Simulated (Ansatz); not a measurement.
C4H12OSn (SMILES C[CH2][SnH]([OH])[CH2]C), singlet, geometry from GFN2-xTB (such geometries of metal compounds can be far from the true shape) (all electrons, no relativity), with bond 17-6 at 1.4 times its length; SC-NEVPT2/STO-3G, CASSCF(2,2) (Ansatz, a quantum-chemistry and plane-wave program).

Ansatz was given this input:
Ansatz 0.2 input:
```yaml
crystal:
  periodic: [false, false, false]
  atoms:
    - {symbol: Sn, position_ang: [0.00094775, 0.22326748, -0.07092995]}
    - {symbol: O, position_ang: [0.39240958, -0.04685981, 1.86787543]}
    - {symbol: C, position_ang: [1.75680852, -0.76815959, -0.95695779]}
    - {symbol: C, position_ang: [3.06257312, -0.30951427, -0.34585603]}
    - {symbol: C, position_ang: [-2.02089483, -0.60857236, -0.46167463]}
    - {symbol: C, position_ang: [-3.14044171, 0.19312370, 0.16724162]}
    - {symbol: H, position_ang: [-0.00619980, 1.94840042, -0.26145222]}
    - {symbol: H, position_ang: [-0.21019263, 0.34995015, 2.49215382]}
    - {symbol: H, position_ang: [1.74802787, -0.58891157, -2.03107933]}
    - {symbol: H, position_ang: [1.61359077, -1.83516826, -0.79032503]}
    - {symbol: H, position_ang: [3.89092455, -0.86256911, -0.78757529]}
    - {symbol: H, position_ang: [3.22629873, 0.75054353, -0.52089111]}
    - {symbol: H, position_ang: [3.06262486, -0.48148840, 0.72570461]}
    - {symbol: H, position_ang: [-2.15659151, -0.66221674, -1.53903148]}
    - {symbol: H, position_ang: [-2.01413264, -1.62637588, -0.07376520]}
    - {symbol: H, position_ang: [-3.04525523, 0.21791554, 1.25042065]}
    - {symbol: H, position_ang: [-4.48658797, -0.43705092, -0.17687663]}
    - {symbol: H, position_ang: [-3.14205458, 1.21716089, -0.19862722]}
basis:
  gaussian:
    orbitals: STO-3G
magnetization: {spin_polarized: false}
correlation: {method: sc_nevpt2, electrons: all, active_space: {window: {electrons: 2, orbitals: 2}}}
```

What does Ansatz print? Leave out banner, timings and long lists.


```
Functional definition: HF
889 factors; integrals over basis functions are off by at most 5.4e-5 eV
mean field evaluation 1: about -168536.0094 eV, gradient 2.6e1 eV
mean field evaluation 2: about -168536.2612 eV, gradient 2.6e1 eV
mean field evaluation 4: about -168538.9698 eV, gradient 1.7e0 eV
mean field evaluation 8: about -168538.9835 eV, gradient 2.7e-4 eV
mean field -168538.98347315 eV, -6193.6934028121 hartree, gradient 3.9e-6 eV, S^2 0.000000; 0 other end points of the search recorded, 0 dependent functions left out
reference -168538.98347315 eV, -6193.6934028121 hartree; 47, 47 occupied and 17, 17 virtual orbitals, 889 factors
state -168540.06491045 eV, -6193.7331448999 hartree
state -168540.06491045 eV, -6193.7331448999 hartree; corrected -168547.48145302 eV, -6194.0056978124 hartree
state -168539.36469154 eV, -6193.7074123297 hartree
state -168539.36469154 eV, -6193.7074123297 hartree; corrected -168547.15735487 eV, -6193.9937874248 hartree
state -168540.06491045 eV, -6193.7331448999 hartree; corrected -168547.48145302 eV, -6194.0056978124 hartree
Total energy: -168547.48145302 eV, -6194.0056978124 hartree
```
